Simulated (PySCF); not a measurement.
C$_{3}$H$_{7}$ClF$_{2}$Si (SMILES CCC[Si](F)(F)Cl), singlet, at a GFN2-xTB geometry; PySCF with CASSCF(6,4)/STO-3G.

Here is a job for PySCF.
```python
from pyscf import gto, scf, mcscf
import numpy

mol = gto.M(
    atom='''
C     3.51099918   -0.19356217   -0.00126939
C     2.03828831   -0.58032828   -0.04814405
C     1.13817774    0.65981637   -0.12030577
Si   -0.70395526    0.26701782   -0.21182516
F    -1.55397813    1.60876330   -0.42336793
F    -1.04337904   -0.50629168   -1.57297618
Cl   -1.46744723   -0.75575414    1.30895325
H     3.71717964    0.42093620    0.87241702
H     4.13626451   -1.08148003    0.04863713
H     3.78658743    0.37043282   -0.88965939
H     1.78837299   -1.16284050    0.84062490
H     1.85690318   -1.21176488   -0.91966241
H     1.34692587    1.29213315    0.74568394
H     1.42116622    1.24435432   -0.99928177
''',
    basis='sto-3g',
    verbose=4,
)

mf = scf.RHF(mol)
mf.kernel()
mc = mcscf.CASSCF(mf, 4, 6)
mc.fix_spin_(ss=0.0)
mc.kernel()
occ = numpy.linalg.eigvalsh(mc.fcisolver.make_rdm1(mc.ci, mc.ncas, mc.nelecas))[::-1]
ss = mc.fcisolver.spin_square(mc.ci, mc.ncas, mc.nelecas)[0]
print('natural occupations', occ.round(4), ' <S^2>', round(ss, 4))
```

Task: Write the output that PySCF gives for this input, abridged.

Result: 
```
PySCF version 2.14.0

[INPUT] verbose = 4
[INPUT] num. atoms = 14
[INPUT] num. electrons = 74
[INPUT] charge = 0
[INPUT] spin (= nelec alpha-beta = 2S) = 0
[INPUT] symmetry False subgroup None
[INPUT] Mole.unit = angstrom
[INPUT] Symbol           X                Y                Z      unit          X                Y                Z       unit  Magmom
[...]
nuclear repulsion = 478.458027048059
number of shells = 32
number of NR pGTOs = 150
number of NR cGTOs = 50
basis = sto-3g
ecp = {}

******** <class 'pyscf.scf.hf.RHF'> ********
method = RHF
initial guess = minao
damping factor = 0
level_shift factor = 0
DIIS = <class 'pyscf.scf.diis.CDIIS'>
diis_start_cycle = 1
diis_space = 8
diis_damp = 0
SCF conv_tol = 1e-09
SCF conv_tol_grad = None
SCF max_cycles = 50
direct_scf = True
direct_scf_tol = 1e-13
Set gradient conv threshold to 3.16228e-05
Initial guess from minao.
init E= -1053.0332089489
[...]
cycle= 1 E= -1052.56334716155  delta_E= 0.47  |g|= 0.504  |ddm|= 4.31
[...]
cycle= 2 E= -1052.68322794545  delta_E= -0.12  |g|= 0.117  |ddm|= 1.07
[...]
cycle= 3 E= -1052.68897562364  delta_E= -0.00575  |g|= 0.0323  |ddm|= 0.206
[...]
cycle= 4 E= -1052.68975912722  delta_E= -0.000784  |g|= 0.00786  |ddm|= 0.0965
[...]
cycle= 5 E= -1052.68979872185  delta_E= -3.96e-05  |g|= 0.00202  |ddm|= 0.0201
[...]
cycle= 6 E= -1052.68980179948  delta_E= -3.08e-06  |g|= 0.000238  |ddm|= 0.00666
[...]
cycle= 7 E= -1052.68980183848  delta_E= -3.9e-08  |g|= 5.4e-05  |ddm|= 0.000681
[...]
cycle= 8 E= -1052.68980184063  delta_E= -2.15e-09  |g|= 1.86e-05  |ddm|= 0.000137
[...]
cycle= 9 E= -1052.68980184094  delta_E= -3.08e-10  |g|= 4.26e-06  |ddm|= 6.21e-05
[...]
Extra cycle  E= -1052.68980184095  delta_E= -1.34e-11  |g|= 1.92e-06  |ddm|= 9.46e-06
converged SCF energy = -1052.68980184095

******** <class 'pyscf.mcscf.mc1step.CASSCF'> ********
CAS (3e+3e, 4o), ncore = 34, nvir = 12
max_cycle_macro = 50
max_cycle_micro = 4
conv_tol = 1e-07
conv_tol_grad = None
orbital rotation max_stepsize = 0.02
orbital rotation threshold for CI restart = 0.01
augmented hessian ah_max_cycle = 30
augmented hessian ah_conv_tol = 1e-12
augmented hessian ah_linear dependence = 1e-14
augmented hessian ah_level shift = 1e-08
augmented hessian ah_start_tol = 2.5
augmented hessian ah_start_cycle = 3
augmented hessian ah_grad_trust_region = 3
kf_trust_region = 3
kf_interval = 4
ci_response_space = 4
ci_grad_trust_region = 3
with_dep4 0
natorb = False
canonicalization = True
sorting_mo_energy = False
ao2mo_level = 2
internal_rotation = False
******** <class 'pyscf.fci.addons.SpinPenaltyFCISolver'> ********
max. cycles = 50
conv_tol = 1e-08
davidson only = True
linear dependence = 1e-12
level shift = 0.001
max iter space = 12
nroots = 1
pspace_size = 400
spin = None
CASCI E = -1052.69142827777  S^2 = 0.0000000
Set conv_tol_grad to 0.000316228
macro iter   1 ( 21 JK    4 micro), CASSCF E = -1052.69383744487  dE = -2.40916710e-03  S^2 = 0.0000000
               |grad[o]|=0.00439  |grad[c]|=0.0154  |ddm|=0.0522  |maxRot[o]|= 0.25
macro iter   2 ( 21 JK    4 micro), CASSCF E = -1052.69542201462  dE = -1.58456975e-03  S^2 = 0.0000000
               |grad[o]|=0.00703  |grad[c]|=0.0407  |ddm|=0.0069  |maxRot[o]|=0.151
macro iter   3 (  7 JK    2 micro), CASSCF E = -1052.69635251083  dE = -9.30496210e-04  S^2 = 0.0000000
               |grad[o]|=0.00767  |grad[c]|=0.0113  |ddm|=0.00464  |maxRot[o]|=0.0677
macro iter   4 ( 12 JK    3 micro), CASSCF E = -1052.69647555405  dE = -1.23043225e-04  S^2 = 0.0000000
               |grad[o]|=0.00543  |grad[c]|=0.0104  |ddm|=0.0142  |maxRot[o]|=0.121
macro iter   5 ( 12 JK    3 micro), CASSCF E = -1052.69661180231  dE = -1.36248261e-04  S^2 = 0.0000000
               |grad[o]|=0.00438  |grad[c]|=0.00107  |ddm|=0.0137  |maxRot[o]|=0.101
macro iter   6 ( 12 JK    3 micro), CASSCF E = -1052.69668291519  dE = -7.11128780e-05  S^2 = 0.0000000
               |grad[o]|=0.00374  |grad[c]|=0.00083  |ddm|=0.00152  |maxRot[o]|=0.0558
[...]
macro iter  32 ( 12 JK    3 micro), CASSCF E = -1052.69702979222  dE = -5.66793210e-06  S^2 = 0.0000000
               |grad[o]|=0.0017  |grad[c]|=0.00707  |ddm|=0.000924  |maxRot[o]|=0.0473
macro iter  33 ( 17 JK    4 micro), CASSCF E = -1052.69704826564  dE = -1.84734181e-05  S^2 = 0.0000000
               |grad[o]|=0.00167  |grad[c]|=0.00303  |ddm|=0.00198  |maxRot[o]|=0.058
macro iter  34 ( 17 JK    4 micro), CASSCF E = -1052.69712297113  dE = -7.47054946e-05  S^2 = 0.0000000
               |grad[o]|=0.00181  |grad[c]|=0.0108  |ddm|=0.000572  |maxRot[o]|=0.0552
macro iter  35 (  7 JK    2 micro), CASSCF E = -1052.69723036383  dE = -1.07392700e-04  S^2 = 0.0000000
               |grad[o]|=0.00191  |grad[c]|=0.009  |ddm|=0.00104  |maxRot[o]|=0.0667
macro iter  36 (  7 JK    2 micro), CASSCF E = -1052.69734222569  dE = -1.11861862e-04  S^2 = 0.0000000
               |grad[o]|=0.00233  |grad[c]|=0.000831  |ddm|=0.00235  |maxRot[o]|=0.0682
macro iter  37 (  7 JK    2 micro), CASSCF E = -1052.69744345438  dE = -1.01228687e-04  S^2 = 0.0000000
               |grad[o]|=0.00274  |grad[c]|=0.00451  |ddm|=0.00385  |maxRot[o]|=0.069
macro iter  38 (  7 JK    2 micro), CASSCF E = -1052.69754630212  dE = -1.02847738e-04  S^2 = 0.0000000
               |grad[o]|=0.00313  |grad[c]|=0.00198  |ddm|=0.00443  |maxRot[o]|=0.0694
macro iter  39 (  7 JK    2 micro), CASSCF E = -1052.69764349384  dE = -9.71917184e-05  S^2 = 0.0000000
               |grad[o]|=0.00332  |grad[c]|=0.00365  |ddm|=0.00442  |maxRot[o]|=0.0694
macro iter  40 (  7 JK    2 micro), CASSCF E = -1052.69772841579  dE = -8.49219525e-05  S^2 = 0.0000000
               |grad[o]|=0.0032  |grad[c]|=0.00775  |ddm|=0.00414  |maxRot[o]|=0.0693
macro iter  41 (  7 JK    2 micro), CASSCF E = -1052.69778610039  dE = -5.76845964e-05  S^2 = 0.0000000
               |grad[o]|=0.00275  |grad[c]|=0.00672  |ddm|=0.0035  |maxRot[o]|=0.0697
macro iter  42 (  7 JK    2 micro), CASSCF E = -1052.69782293830  dE = -3.68379137e-05  S^2 = 0.0000000
               |grad[o]|=0.00209  |grad[c]|=0.00367  |ddm|=0.00362  |maxRot[o]|=0.0697
macro iter  43 (  7 JK    2 micro), CASSCF E = -1052.69784628069  dE = -2.33423943e-05  S^2 = 0.0000000
               |grad[o]|=0.00148  |grad[c]|=0.00129  |ddm|=0.00386  |maxRot[o]|=0.0698
macro iter  44 (  6 JK    2 micro), CASSCF E = -1052.69785867322  dE = -1.23925283e-05  S^2 = 0.0000000
               |grad[o]|=0.000907  |grad[c]|=0.000559  |ddm|=0.00199  |maxRot[o]|=0.0499
macro iter  45 (  5 JK    2 micro), CASSCF E = -1052.69786699076  dE = -8.31754141e-06  S^2 = 0.0000000
               |grad[o]|=0.000621  |grad[c]|=0.000684  |ddm|=0.000838  |maxRot[o]|= 0.03
macro iter  46 (  6 JK    2 micro), CASSCF E = -1052.69788546545  dE = -1.84746848e-05  S^2 = 0.0000000
               |grad[o]|=0.0005  |grad[c]|=0.000783  |ddm|=0.00235  |maxRot[o]|=0.0476
macro iter  47 (  7 JK    2 micro), CASSCF E = -1052.69792448201  dE = -3.90165646e-05  S^2 = 0.0000000
               |grad[o]|=0.000659  |grad[c]|=0.00106  |ddm|=0.0028  |maxRot[o]|=0.0451
macro iter  48 ( 12 JK    3 micro), CASSCF E = -1052.69807447089  dE = -1.49988882e-04  S^2 = 0.0000000
               |grad[o]|=0.00102  |grad[c]|=0.00542  |ddm|=0.00445  |maxRot[o]|=0.0621
macro iter  49 (  7 JK    2 micro), CASSCF E = -1052.69839841273  dE = -3.23941836e-04  S^2 = 0.0000000
               |grad[o]|=0.00233  |grad[c]|=0.00682  |ddm|=0.00594  |maxRot[o]|=0.0699
macro iter  50 ( 17 JK    4 micro), CASSCF E = -1052.69982602918  dE = -1.42761645e-03  S^2 = 0.0000000
               |grad[o]|=0.00403  |grad[c]|=0.0363  |ddm|=0.00739  |maxRot[o]|= 0.14
1-step CASSCF not converged,  50 macro (687 JK 154 micro) steps
CASSCF canonicalization
Density matrix diagonal elements [1.99624776 1.99352832 1.99678577 0.01343815]
CASSCF energy = -1052.69982602918
CASCI E = -1052.69982602918  E(CI) = -8.54295750491860  S^2 = 0.0000000
natural occupations [1.9998 1.9962 1.991  0.013 ]  <S^2> 0.0
```

The run did not converge; its last values are not results.
